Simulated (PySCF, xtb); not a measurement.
C2H9NSi3, SMILES N#C[C@H]([SiH3])[SiH2][SiH3].

GFN2-xTB (xtb) at its own geometry gives an orbital gap of 4.25 eV and a dipole moment of 3.84 D.

Geometry optimised at ωB97X-D3(BJ)/def2-SVP. The structure was generated by enumeration; whether it is a known compound was not checked. One conformer was computed; it need not be the lowest.

Task: What does r2SCAN/def2-TZVP (PySCF) give? (The exact figures need the calculation; the answer reports its results.)

Result: gap 6.30 eV (levels -7.45 and -1.15 eV), dipole 3.73 D.
